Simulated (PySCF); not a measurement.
**How the method changes the constants of BeAl**

State: ²Π (doublet), unpaired electrons π ↑. Set-up: Be 6-31G(d,p), Al 6-31G(d,p); no relativity (PySCF 2.14). De refers to Be + Al in their high-spin ground configurations, without counterpoise correction. The functionals are run spin-unrestricted. A positive dipole means Be(−)Al(+). Levels whose curve was spin-contaminated or gave no clean fit are not listed.

```csv
Level,Re (Å),ωe (cm⁻¹),De (eV),μ (D),"CPU s a point (SCF and correlation, without the integrals)"
UHF-MP2,2.413,409,0.397,n/a,0.075
UHF-SCS-MP2,2.433,373,0.297,n/a,n/a
UHF-CCSD,2.467,329,0.269,n/a,n/a
UHF-CCSD(T),2.431,373,0.385,n/a,0.54
PBE,2.418,404,0.95,-0.51,0.36
TPSS,2.406,407,0.85,-0.63,0.65
r²SCAN,2.413,411,0.91,-0.72,1.3
PBE0,2.423,393,0.78,-0.70,0.57
B2PLYP,2.424,398,0.54,-0.98,0.7
```

The bond length runs from 2.406 Å (TPSS) to 2.467 Å (UHF-CCSD). De spans 0.27 eV (UHF-CCSD, coupled cluster) to 0.95 eV (PBE, GGA).

Correlated steps freeze 5 core orbitals. Correlated levels converge slowly with the basis: in double zeta they bind strong bonds too weakly, by up to about 1 eV, and carry superposition errors of some tenths. B2PLYP dipoles, levels and charges come from its SCF part alone. The state was picked by a PBE0 search and need not be the measured ground state.

The whole job (state search and all levels along the bond) took about 1.4 min on 1 thread of Arm Neoverse V1 (shared host), peak memory 0.4 GiB.
